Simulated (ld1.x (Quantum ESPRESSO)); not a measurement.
# rhodium: excitation energies, all-electron against TM

Rh (Z = 45), norm-conserving Troullier–Martins (Kleinman–Bylander form), made with ld1.x (Quantum ESPRESSO) 7.5 (LDA (PZ), non-relativistic). Core [Kr], reference 4d8 5s1 5p0. Waves: 5s (bound): rc 2.45 bohr; 4d (bound): rc 1.18 bohr; 5p (bound, empty): rc 3.55 bohr. Local part: the p channel. Core correction: none.

Energies are relative to the spin-unpolarised reference configuration 4d8 5s1 5p0; without spin polarisation the order of configurations can differ from experiment. Spin-polarised rows fill each open shell by Hund’s rule, majority spin first.

(1) Give the all-electron excitation energy and the error of the potential for: 4d8 5s0 5p0; 4d7 5s0 5p0; 4d6 5s0 5p0; 4d8 5s0.5 5p0; 4d8.5 5s0.5 5p0; 4d7 5s1 5p0; 4d5 5s0 5p0; 4d8 5s1 5p0 (spin-polarised); 4d8 5s0 5p0 (spin-polarised).

Answers

(1)

```csv
valence configuration,charge,ΔE all-electron (eV),error AE − PS (meV)
4d8 5s0 5p0,+1,7.280,-3.1
4d7 5s0 5p0,+2,27.315,-150
4d6 5s0 5p0,+3,60.459,-742
4d8 5s0.5 5p0,+0.5,2.857,-0.1
4d8.5 5s0.5 5p0,0,-0.935,-31
4d7 5s1 5p0,+1,11.774,-83
4d5 5s0 5p0,+4,108.146,-1792
4d8 5s1 5p0 (spin-polarised),0,-0.865,+437
4d8 5s0 5p0 (spin-polarised),+1,6.713,+414
```

These tests converged, but a pseudo level misses the all-electron one widely, so the file describes the atom poorly there or has found another state: 4d5 5s0 5p0: empty 5s by 4.7 eV.
